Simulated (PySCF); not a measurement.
Species: C8H10N2Si.
SMILES with atom numbers: `[CH:1]#[C:2][c:3]1[cH:4][n:5]([SiH2:6][CH:7]2[CH2:8][CH2:9]2)[cH:10][n:11]1`

Geometry (PBE0-D3(BJ)/def2-SVP, Å), atoms numbered from 1 in this order:
```xyz
21
C8H10N2Si angstrom
C      5.478    0.011    0.151
C      4.270   -0.059    0.059
C      2.852   -0.129   -0.041
C      1.932    0.664    0.616
N      0.690    0.229    0.217
Si    -0.901    0.908    0.676
C     -2.191   -0.391    0.411
C     -3.607    0.021    0.074
C     -2.763   -0.618   -0.972
C      0.927   -0.802   -0.662
N      2.196   -1.043   -0.836
H      6.547    0.075    0.227
H      2.072    1.477    1.325
H     -1.203    2.088   -0.188
H     -0.757    1.342    2.094
H     -2.095   -1.285    1.037
H     -4.416   -0.563    0.521
H     -3.835    1.087   -0.024
H     -2.401    0.004   -1.797
H     -2.982   -1.650   -1.260
H      0.111   -1.345   -1.139
```

NICS is the negative of the GIAO shielding at a point without a nucleus: at the ring centre (0) and 1 Å above and below it (1); zz is the component along the ring normal. Level: GIAO PBE0/pcSseg-1 (PySCF, non-relativistic, gas phase) on the PBE0-D3(BJ)/def2-SVP geometry, one conformer.

Ring bond lengths (Å), with Mayer bond orders in brackets: C3–C4 1.381 (1.48), C4–N5 1.376 (1.13), N5–C10 1.376 (1.14), C10–N11 1.303 (1.66), N11–C3 1.378 (1.33); C7–C8 1.513 (0.95), C8–C9 1.489 (0.97), C9–C7 1.514 (0.94).

Question: What do the NICS probes read (ppm)?

Answer: 
```
            ring                                                 type  NICS(0)  NICS(1), two faces  NICS(1)zz, two faces  rms pucker (Å)  centre to ring atoms, mean (Å)
C3–C4–N5–C10–N11  5-membered ring with 2 N; formal bonds all aromatic    -12.5       -10.9 / -11.1         -28.0 / -28.3            0.00                            1.16
        C7–C8–C9       3-membered carbocycle; formal bonds all single    -44.5         -8.9 / -8.0         -23.2 / -23.3            0.00                            0.87
```

Question: What can be read from them?

Answer: 
- C3–C4–N5–C10–N11: mean NICS(1)zz -28.1 ppm, shielded. The ring is flat and has no four-coordinate atom; by the NICS criterion it is aromatic.
- C7–C8–C9: mean NICS(1)zz -23.2 ppm, shielded. C7, C8, C9 have four or more neighbours; no verdict on aromaticity is drawn. NICS(0) lies 36 ppm below the mean NICS(1).

Question: And the bond-length index? Use HOMA with the parameters of Krygowski (1993).

Answer: 
- C3–C4–N5–C10–N11: HOMA 0.88; the largest term is that of N11–C3, α(R − Ropt)² = 0.18. The geometric and the magnetic index point the same way.

Question: Give the inner angles of the rings and the Hirshfeld charges of the ring atoms.

Answer: 
- C3–C4–N5–C10–N11: C3 109.7° (+0.013 e), C4 106.4° (-0.026 e), N5 105.4° (-0.106 e), C10 113.1° (+0.041 e), N11 105.3° (-0.198 e); sum 540.0° against 540° for a flat convex ring.
- C7–C8–C9: C7 58.9° (-0.135 e), C8 60.6° (-0.077 e), C9 60.5° (-0.078 e); sum 180.0° against 180° for a flat convex ring.

Question: What are the shieldings of the ring atoms and their hydrogens in the same run (means over atoms taken as equivalent)?

Answer: 
```
   atoms                          environment  σ isotropic (ppm)
      C3          substituted aromatic carbon               51.9
      C4  aromatic CH next to a ring nitrogen               52.4
      N5                pyrrole-type nitrogen               76.6
      C7          sp3 carbon bound to silicon              192.3
 C8 (×2)           three-membered-ring carbon              180.5
     C10  aromatic CH next to a ring nitrogen               41.9
     N11               pyridine-type nitrogen              -55.1
     H13                    aromatic hydrogen              24.10
     H16                     methine hydrogen              31.26
H17 (×2)                   methylene hydrogen              30.27
H18 (×2)                   methylene hydrogen              30.68
     H21                    aromatic hydrogen              23.73
```

Question: How do the values depend on the level or the medium?

Answer: 
| level | NICS(0), C3–C4–N5–C10–N11 | mean NICS(1)zz, C3–C4–N5–C10–N11 | NICS(0), C7–C8–C9 | mean NICS(1)zz, C7–C8–C9 |
| --- | --- | --- | --- | --- |
| PBE0/pcSseg-1, gas | -12.5 | -28.1 | -44.5 | -23.2 |
| WP04/pcSseg-2, gas | -12.1 | -26.7 | -43.3 | -23.0 |
| PBE0/pcSseg-1, IEF-PCM acetone | -12.4 | -28.1 | -44.7 | -23.3 |
| PBE0/pcSseg-1, IEF-PCM cyclohexane | -12.5 | -28.1 | -44.6 | -23.3 |

The geometry is the same throughout; the continuum's cavity takes Bondi-type radii × 1.2.

The run took 2.1 min (grids of density and orbitals included) on Arm Neoverse N1, one thread (shared host), and the process peaked at 1.3 GiB of memory. This is the whole shielding run at PBE0/pcSseg-1, SCF included.
